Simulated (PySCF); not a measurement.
Predicted microwave data (PySCF 2.14.0, PBE0-D3(BJ)/def2-SVP geometry optimisation, gas phase) for one isomer of C13H12:

```
Rotational constants : A = 1461, B = 698.2, C = 570.7 MHz
Dipole components    : |μa| = 0.28 D, |μb| = 0.35 D, |μc| = 0.01 D
Inertial defect      : -184.02 u·Å²
κ                    : -0.71
```

Question: Which candidate fits, each taken in the one conformer that was computed?
A. `[CH2:1]=[CH:2][C:3]1=[CH:4][C@@H:5]2[CH2:6][C@H:7]1[c:8]1[cH:9][cH:10][cH:11][cH:12][c:13]12` with C1–C2–C3–C4 -173°
B. `[CH:1]1=[CH:2][CH2:3][CH:4]=[CH:5][C:6]([c:7]2[cH:8][cH:9][cH:10][cH:11][cH:12]2)=[CH:13]1` with C5–C6–C7–C8 -38°, C1–C2–C3–C4 -67°, C2–C3–C4–C5 69°, C4–C5–C6–C7 153°, C2–C1–C13–C6 33°
C. `[CH3:1][c:2]1[cH:3][cH:4][cH:5][cH:6][c:7]1-[c:8]1[cH:9][cH:10][cH:11][cH:12][cH:13]1` with C6–C7–C8–C9 -124° (2-methylbiphenyl)

Answer: A. It is C=CC1=C[C@@H]2C[C@H]1c1ccccc12, an asymmetric top, point group C1. The candidates at the same level (rigid rotor, commonest isotopes):

```tsv
SMILES	A (MHz)	B (MHz)	C (MHz)	μa (D)	μb (D)	μc (D)	Δ (u·Å²)	point group	rotor
C1=CCC=CC(c2ccccc2)=C1	2212	464.1	399.7	0.35	0.15	0.05	-53.17	C1	near-prolate asymmetric top
Cc1ccccc1-c1ccccc1	1856	524.6	446.9	0.20	0.33	0.09	-104.96	C1	asymmetric top
C=CC1=C[C@@H]2C[C@H]1c1ccccc12	1461	698.2	570.7	0.28	0.35	0.01	-184.02	C1	asymmetric top
```

`C1=CCC=CC(c2ccccc2)=C1` has A 51 % too high; `Cc1ccccc1-c1ccccc1` has A 27 % too high. No structure here is proved a minimum.
